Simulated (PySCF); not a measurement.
Predicted microwave data (PBE0/pcSseg-1 in PySCF (dipole) on a GFN2-xTB geometry, gas phase) for one isomer of C8H9PS:

| Property | Result |
| --- | --- |
| Rotational constants | A = 2267, B = 590.7, C = 520.8 MHz |
| Dipole components | \|μa\| = 1.38 D, \|μb\| = 0.99 D, \|μc\| = 0.00 D |
| Inertial defect | -108.17 u·Å² |
| κ | -0.92 |

**Question.** Which candidate fits, each taken in the one conformer that was computed?
A. `[CH2:1]=[CH:2][c:3]1[p:4][c:5]([CH:6]2[CH2:7][CH2:8]2)[cH:9][s:10]1` with C1–C2–C3–P4 -179°, P4–C5–C6–C7 -148°
B. `[CH:1]#[C:2][c:3]1[p:4][c:5]([CH:6]([CH3:7])[CH3:8])[cH:9][s:10]1` with P4–C5–C6–C7 -118°
C. `[CH2:1]=[CH:2]/[C:3]([CH3:4])=[P:5]\[c:6]1[cH:7][cH:8][s:9][cH:10]1` with C1–C2–C3–C4 12°, C3–P5–C6–C7 -133°
D. `[S:1]=[PH:2]1[CH2:3][c:4]2[cH:5][cH:6][cH:7][cH:8][c:9]2[CH2:10]1` with S1–P2–C3–C4 155°, P2–C3–C4–C5 159°, C8–C9–C10–P2 -159°, S1–P2–C10–C9 -155°
E. `[CH:1]#[C:2][c:3]1[p:4][cH:5][c:6]([CH:7]([CH3:8])[CH3:9])[s:10]1` with C5–C6–C7–C8 -121°

**Answer.** B. It is C#Cc1pc(C(C)C)cs1, a near-prolate asymmetric top, point group Cs. The candidates at the same level (rigid rotor, commonest isotopes):

```json
{"SMILES": "C#Cc1pcc(C(C)C)s1", "A (MHz)": "1958", "B (MHz)": "648.0", "C (MHz)": "543.3", "μa (D)": "2.32", "μb (D)": "0.44", "μc (D)": "0.01", "Δ (u·Å²)": "-107.79", "point group": "near Cs", "rotor": "asymmetric top"}
{"SMILES": "C#Cc1pc(C(C)C)cs1", "A (MHz)": "2267", "B (MHz)": "590.7", "C (MHz)": "520.8", "μa (D)": "1.38", "μb (D)": "0.99", "μc (D)": "0.00", "Δ (u·Å²)": "-108.17", "point group": "Cs", "rotor": "near-prolate asymmetric top"}
{"SMILES": "C=C/C(C)=P\\c1ccsc1", "A (MHz)": "1982", "B (MHz)": "587.8", "C (MHz)": "486.5", "μa (D)": "0.23", "μb (D)": "1.09", "μc (D)": "0.42", "Δ (u·Å²)": "-75.84", "point group": "C1", "rotor": "asymmetric top"}
{"SMILES": "C=Cc1pc(C2CC2)cs1", "A (MHz)": "2712", "B (MHz)": "580.4", "C (MHz)": "496.8", "μa (D)": "0.90", "μb (D)": "0.90", "μc (D)": "0.05", "Δ (u·Å²)": "-39.77", "point group": "near Cs", "rotor": "near-prolate asymmetric top"}
{"SMILES": "S=[PH]1Cc2ccccc2C1", "A (MHz)": "3232", "B (MHz)": "557.1", "C (MHz)": "487.1", "μa (D)": "4.63", "μb (D)": "0.00", "μc (D)": "0.62", "Δ (u·Å²)": "-26.07", "point group": "Cs", "rotor": "near-prolate asymmetric top"}
```

`S=[PH]1Cc2ccccc2C1` has A 43 % too high; `C=Cc1pc(C2CC2)cs1` has A 20 % too high; `C#Cc1pcc(C(C)C)s1` has A 14 % too low; `C=C/C(C)=P\c1ccsc1` has A 13 % too low. In the right answer the mirror of this Cs structure is the ab plane, so μc vanishes by symmetry. No structure here is proved a minimum.
